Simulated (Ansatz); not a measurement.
Consider the formal hydrolysis of a B–O bond: `O=BOB=O` + H₂O → `O=BO` + `O=BO`.

Computed with Ansatz on PBE0-D4/def2-TZVP structures; ΔE is electronic, products minus reactants. CBS: MP2 limit from def2 TZ/QZ plus the TZ coupled-cluster correction, frozen cores. This one scheme is used for every species. Functionals use def2-TZVPP. B3LYP here is the variant with VWN-RPA as its local correlation; programs differ in this. Each species was taken in one conformer, which may not be the lowest.

| level | ΔE (kJ/mol) |
| --- | --- |
| LDA (SPW92) | -31.7 |
| BLYP-D4 | -23.6 |
| B3LYP-D4 | -24.3 |
| r2SCANh-D4 | -28.8 |
| BHLYP-D4 | -24.8 |
| PBE-QIDH | -27.4 |
| revPBE | -28.6 |
| r2SCANh | -29.3 |

Task: What does CCSD(T)/CBS give? (Estimate.)

Result: Computed: -21.7 kJ/mol. The listed levels differ from it by -10.0, -1.9, -2.6, -7.1, -3.1, -5.7, -6.9, -7.6 kJ/mol.

Largest T1 diagnostic among the species: 0.018.

Leaving LDA and LC-ωPBE aside and taking each functional with its dispersion term where it has one, the values, not all of them listed here, spread over 5.3 kJ/mol, from r2SCAN-D4 to BLYP-D4. At CCSD(T), def2-SVP lies −5.9 kJ/mol from the extrapolated value and def2-TZVPP −2.4 kJ/mol. In def2-TZVPP, CCSD(T) changes the Hartree–Fock value by +3.0 kJ/mol (the triples alone add −0.1 kJ/mol) and MP2 by +3.4 kJ/mol.
